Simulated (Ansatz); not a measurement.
Name a neutral molecule of Cl, O, Si and H with HOMO–LUMO gap (ωB97M-V/def2-TZVPP) between 10.75 and 11.05 eV and size of the dipole moment (B3LYP/def2-TZVPP) between 0.65 and 0.95 D (Ansatz, PBE0-D4/def2-TZVP geometry).

`O[SiH2][SiH2]Cl` (10.79 eV, 0.76 D); `O[SiH2][SiH](Cl)Cl` (10.82 eV, 0.71 D). Other molecules can fit too; these were computed, each in one conformer that needn't be the lowest.

B3LYP here is the variant with VWN-RPA as its local correlation; programs differ in this.
